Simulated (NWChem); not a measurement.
Species: CH$_{4}$GeS, singlet; SMILES [CH3][Ge][SH]

```xyz
7

Ge    -0.4678    -0.4871     0.2370
C      1.3724    -1.2905     0.0194
H      1.7696    -1.4831     1.0259
H      2.0864    -0.6645    -0.5227
H      1.2829    -2.2610    -0.4825
S      0.1943     1.6367    -0.1887
H     -1.0108     2.2240    -0.0154
```
Atoms are numbered in this order, from 1.

All runs: NWChem. Low-valent species are run as closed-shell singlets; no triplet was tried in these runs. Structure relaxed at the B3LYP/6-31G* (spherical d) level. Static field.

For level B3LYP/aug-cc-pVDZ:

| Item | Result |
|---|---|
| isotropic polarisability (bohr³) | 73.8 |
| anisotropy (bohr³) | 33.5 |

Task: What are these values for level PBE/aug-cc-pVDZ?

Result: 
| Quantity | Result |
|---|---|
| isotropic polarisability (bohr³) | 75.5 |
| anisotropy (bohr³) | 34.8 |
